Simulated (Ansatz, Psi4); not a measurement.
Here is a job for Psi4.
```
memory 2 GB

molecule mol {
0 2
  C    -0.026147   -0.685649   -0.014718
  C     0.009148    0.784300    0.016539
  H     0.988175   -1.110004   -0.015687
  H    -0.530880   -1.086909    0.864356
  H    -0.521552   -1.050091   -0.914004
  H     0.109216    1.306098    0.947834
  H     0.057037    1.348999   -0.893424
}

set basis def2-svp
set reference uks
set scf_type pk
set puream true
set d_convergence 1e-8
set dft_radial_points 99
set dft_spherical_points 590

energy('pbe0')
print_variables()
```

Task: Convert this to an input for Ansatz (an electronic-structure program).

Result: One answer among several that fit: 
Ansatz 0.2 input:
```yaml
crystal:
  periodic: [false, false, false]
  atoms:
    - {symbol: C, position_ang: [-0.02614715, -0.68564880, -0.01471818]}
    - {symbol: C, position_ang: [0.00914777, 0.78429993, 0.01653914]}
    - {symbol: H, position_ang: [0.98817534, -1.11000404, -0.01568722]}
    - {symbol: H, position_ang: [-0.53087951, -1.08690884, 0.86435588]}
    - {symbol: H, position_ang: [-0.52155198, -1.05009079, -0.91400379]}
    - {symbol: H, position_ang: [0.10921562, 1.30609826, 0.94783358]}
    - {symbol: H, position_ang: [0.05703688, 1.34899869, -0.89342413]}
basis:
  gaussian:
    orbitals: def2-SVP
hamiltonian:
  xc: pbe0
magnetization: {spin_polarized: true, initial_magnetization: 1}
accuracy: high
```

Both were run: Psi4 gave -78.995304 Eh and Ansatz -78.995304 Eh, 0.000 mEh apart.
